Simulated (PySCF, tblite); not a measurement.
Isomers of C5H6F4O. Level: GFN2-xTB in tblite, geometry and Hessian alike; calculated harmonic values, unscaled, isolated species. This tight-binding method is rough: wavenumbers can miss measured ones by several per cent, in bad cases by 10 to 20. One conformer each.

Electronic energies: PBE0/pcSseg-1 single points on the GFN2-xTB geometries (PySCF, gas phase).

```json
{"SMILES": "F[C@@H]1OC[C@H]1CC(F)(F)F", "electronic energy, lowest = 0 (kcal/mol)": "31.3"}
{"SMILES": "F[C@@H]1CCO[C@H]1C(F)(F)F", "electronic energy, lowest = 0 (kcal/mol)": "23.6"}
{"SMILES": "C[C@@H](CC(F)(F)F)C(=O)F", "electronic energy, lowest = 0 (kcal/mol)": "0.6"}
{"SMILES": "C=C[C@@H](OC(F)F)C(F)F", "electronic energy, lowest = 0 (kcal/mol)": "43.9"}
{"SMILES": "C[C@H](CC(=O)F)C(F)(F)F", "electronic energy, lowest = 0 (kcal/mol)": "0.0"}
```

**Question.** How do GFN2-xTB zero-point energies change the relative energies?

**Answer.** 
```csv
SMILES,ZPE (kcal/mol),of it from modes above 1550 cm⁻¹,electronic (kcal/mol),"with ZPE, lowest = 0 (kcal/mol)",lowest mode (cm⁻¹),rings
C[C@H](CC(=O)F)C(F)(F)F,67.5,28.5,0.0,0.0,32,0
C[C@@H](CC(F)(F)F)C(=O)F,67.5,28.6,0.6,0.7,36,0
F[C@@H]1CCO[C@H]1C(F)(F)F,68.8,25.6,23.6,24.9,40,1
F[C@@H]1OC[C@H]1CC(F)(F)F,68.2,25.5,31.3,32.0,37,1
C=C[C@@H](OC(F)F)C(F)F,66.6,28.2,43.9,43.0,27,0
```

The zero-point energies span 2.2 kcal/mol, from `C=C[C@@H](OC(F)F)C(F)F` to `F[C@@H]1CCO[C@H]1C(F)(F)F`. The order is unchanged.

**Question.** And how do the electronic energies of GFN2-xTB itself compare?

**Answer.** `C[C@H](CC(=O)F)C(F)(F)F` 0.0; `C[C@@H](CC(F)(F)F)C(=O)F` 0.8; `F[C@@H]1CCO[C@H]1C(F)(F)F` 2.9; `F[C@@H]1OC[C@H]1CC(F)(F)F` 14.1; `C=C[C@@H](OC(F)F)C(F)F` 30.2 kcal/mol, lowest = 0. Against the energies above, taken from the same isomer `C[C@H](CC(=O)F)C(F)(F)F`, the largest difference is 20.7 kcal/mol.

**Question.** What do entropy and thermal enthalpy add at 298.15 K and 1 bar (rigid rotor, harmonic oscillator, one conformer each)?

**Answer.** 
```
                   SMILES  point group  symmetry number  S (cal/(mol K))  H − H(0) (kcal/mol)  ZPE + H − H(0) − TS (kcal/mol)
  C[C@H](CC(=O)F)C(F)(F)F           C1                1            103.0                 7.15                            43.9
 C[C@@H](CC(F)(F)F)C(=O)F           C1                1            103.0                 7.14                            44.0
F[C@@H]1CCO[C@H]1C(F)(F)F           C1                1             95.8                 6.30                            46.5
F[C@@H]1OC[C@H]1CC(F)(F)F           C1                1             98.2                 6.51                            45.4
   C=C[C@@H](OC(F)F)C(F)F           C1                1            106.0                 7.24                            42.2
```
